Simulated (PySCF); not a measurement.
Ga(OH)2(OSiH3), SMILES [O]([SiH3])[Ga]([OH])[OH] (PBE0/def2-SVP optimised geometry):

```
10

Ga    -1.098    -2.675     2.188
O     -2.012    -2.750     3.705
H     -1.997    -3.604     4.146
O     -0.183    -4.012     1.461
H     -0.202    -4.840     1.950
O     -1.109    -1.131     1.343
Si    -0.509    -0.374     0.000
H      0.987    -0.374     0.000
H     -0.987     1.040     0.000
H     -0.980    -1.040    -1.254
```

Calculation: PBE0/def2-TZVP in PySCF.

Question: What are the frontier orbital energies and the dipole moment?

Answer: HOMO-2 -9.15 eV, HOMO-1 -8.67 eV, HOMO -8.59 eV, LUMO -1.19 eV, LUMO+1 0.14 eV; dipole moment 2.98 D.

On the same geometry PBE/def2-TZVP run with PySCF gives HOMO-2 -7.42 eV, HOMO-1 -7.22 eV, HOMO -7.13 eV, LUMO -2.14 eV, LUMO+1 -0.70 eV; dipole moment 2.94 D.

Meta-Löwdin charges at PBE0/def2-TZVP: Ga1 1.14, O2 -0.71, H3 0.34, O4 -0.72, H5 0.34, O6 -0.79, Si7 0.75, H8 -0.12, H9 -0.11, H10 -0.12.
